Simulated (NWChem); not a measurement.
Molecule: silene (CH4Si); SMILES C=[SiH2]

All runs: NWChem. Coordinates come from a PBE0-D3(BJ)/def2-TZVP optimisation. Core excitations by TDA in a window of 1s orbitals, non-relativistic and unshifted: absolute energies depend strongly on the exact-exchange share.

| level | first 1s excitation (eV) | dipole oscillator strength of the first | first state with f > 0.002 (eV) | dipole oscillator strength of that state | relative time |
|---|---|---|---|---|---|
| C K edge, B3LYP/cc-pVTZ | 273.2 | 0.0353 | 273.2 | 0.0353 | 5 |
| C K edge, PBE/cc-pVTZ | 267.0 | 0.0262 | 267.0 | 0.0262 | 3 |
| Si K edge, B3LYP/def2-TZVP | 1795.5 | 0.0041 | 1795.5 | 0.0041 | 2 |
| Si K edge, PBE/def2-TZVP | 1777.6 | 0.0029 | 1777.6 | 0.0029 | 1 |

Relative times are rough (shared machine, one core).
